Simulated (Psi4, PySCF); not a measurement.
H$_{8}$Ge$_{3}$, charge -1, doublet, at a GFN2-xTB geometry (a state made from the parent by changing its charge; the spin is typed, not shown lowest) (in this run its highest filled SCF level lies above zero, so its values depend strongly on the basis, on diffuse functions most of all), atoms displaced at random by about 0.03 Å a coordinate. Base run: PBE0/STO-3G, gradient run with PySCF.

Here is a job for PySCF.
```python
from pyscf import gto, scf, dft

mol = gto.Mole()
mol.atom = '''
    Ge    2.263552    0.709551    0.019565
    Ge    0.105690   -0.589024   -0.115749
    Ge   -2.401329   -0.225060    0.123493
    H     3.884412    0.972794   -0.084361
    H     1.944407    1.905039   -1.061752
    H     2.109680    1.604281    1.254080
    H     0.488119   -1.831082    0.909830
    H     0.310758   -1.494039   -1.301219
    H    -2.558992    0.975506   -0.852573
    H    -2.453829    0.670635    1.424681
    H    -4.009705   -0.463046    0.171373
'''
mol.basis = 'sto-3g'
mol.charge = -1
mol.spin = 1
mol.verbose = 3
mol.build()

mf = dft.UKS(mol)
mf.xc = 'pbe0'
mf.kernel()
g = mf.nuc_grad_method()
grad = g.kernel()
```

Programs used: Psi4, PySCF; a row that names a program was run with it.

The coordinate followed is y of atom 10.

The base run was repeated with changes; each row names its change, and settings that it needs were set with it.

```
change                                                  dE/dx (Eh/bohr)  net force (Eh/bohr)
------------------------------------------------------  ---------------  -------------------
base                                                           0.027302             0.000005
code = psi4                                                    0.027279             0.000084
finite difference step (bohr) = 0.05; conv_tol = 1e-11         0.027298                    -
grids.level = 1; grid_response = off                           0.027332             0.000209
grids.level = 0; grid_response = on                            0.027615             0.000000
finite difference step (bohr) = 0.2; conv_tol = 1e-11          0.027246                    -
conv_tol = 1e-6                                                0.027300             0.000005
finite difference step (bohr) = 0.01; conv_tol = 1e-11         0.027301                    -
conv_tol = 1e-11                                               0.027302             0.000005
grids.level = 5; grid_response = off                           0.027301             0.000003
density fitting = on                                           0.027286             0.000005
grids.level = 5; grid_response = on                            0.027301             0.000000
```

The net force is zero for an exact gradient.

Open shells are given as the SCF converged; they aren't shown to be the lowest states, and a large step between rows can be another state.
